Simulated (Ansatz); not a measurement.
A further run on the cluster W3Se5 (the lowest singlet isomer of a short search).

```yaml
crystal:
  periodic: [false, false, false]
  atoms:
    - {symbol: W, position_ang: [-1.010337, -1.199939, -0.128567]}
    - {symbol: W, position_ang: [0.271312, 0.530855, -1.008210]}
    - {symbol: W, position_ang: [0.703762, 0.595352, 1.276471]}
    - {symbol: Se, position_ang: [-0.146169, 2.711739, 0.551499]}
    - {symbol: Se, position_ang: [0.472262, -2.054807, -1.801622]}
    - {symbol: Se, position_ang: [2.752973, 0.336612, 0.066505]}
    - {symbol: Se, position_ang: [-0.625236, -1.248366, 2.358690]}
    - {symbol: Se, position_ang: [-2.418566, 0.328564, -1.314767]}
basis:
  gaussian: {orbitals: def2-TZVPP}
hamiltonian: {xc: {name: SVWN5}, pseudopotentials: {relativity: scalar}}
scf: {omitted_lower_state_checks: [starts]}
output: {forces: true}
```

```sh
$ ansatz run in.yaml --threads 4 --pin off --events-out ev --progress --plain --max-ram 6963MiB
```

It prints (some lines left out):

```
Functional definition: SVWN5
2940 factors; their error is unknown
mean field evaluation 1: about -334743.5339 eV, gradient 8.2e1 eV
mean field evaluation 2: about -334563.2387 eV, gradient 2.7e2 eV
mean field evaluation 4: about -334742.2886 eV, gradient 8.3e1 eV
mean field evaluation 8: about -334755.5989 eV, gradient 1.7e-1 eV
mean field -334755.59892171 eV, -12302.0413548782 hartree, gradient 1.3e-5 eV, S^2 0.000000; 0 other end points of the search recorded, 0 dependent functions left out
reference -334755.59896188 eV, -12302.0413563544 hartree; 106, 106 occupied and 302, 302 virtual orbitals, 2940 factors
Total energy: -334755.59896188 eV, -12302.0413563544 hartree
Relativity: scalar
Atom 0 at    -1.010337    -1.199939    -0.128567 Å, force     0.569719     0.740013    -0.273634 eV/Å
Atom 1 at     0.271312     0.530855    -1.008210 Å, force    -0.245951    -0.471109     0.891948 eV/Å
Atom 2 at     0.703762     0.595352     1.276471 Å, force    -0.249113    -0.104169    -0.934280 eV/Å
Atom 3 at    -0.146169     2.711739     0.551499 Å, force     0.283188    -0.832042    -0.000219 eV/Å
Atom 4 at     0.472262    -2.054807    -1.801622 Å, force    -0.417013     0.549318     0.541368 eV/Å
Atom 5 at     2.752973     0.336612     0.066505 Å, force    -0.856203     0.091987     0.186425 eV/Å
Atom 6 at    -0.625236    -1.248366     2.358690 Å, force     0.202828     0.408411    -0.767579 eV/Å
Atom 7 at    -2.418566     0.328564    -1.314767 Å, force     0.712545    -0.382409     0.355971 eV/Å
Dipole moment:    -0.009039    -0.018547     0.036034 e Å
Checks for a lower state left out: starts
```

Run time 20 s (4 threads of Arm Neoverse V1 on a shared host), peak host memory 1.4 GiB.

In the def2 sets W takes a core potential; there is no spin–orbit coupling. The restricted singlet is unstable towards broken spin symmetry in Hartree–Fock (as tested in another run); at RKS SVWN5/def2-TZVPP this wasn't settled.
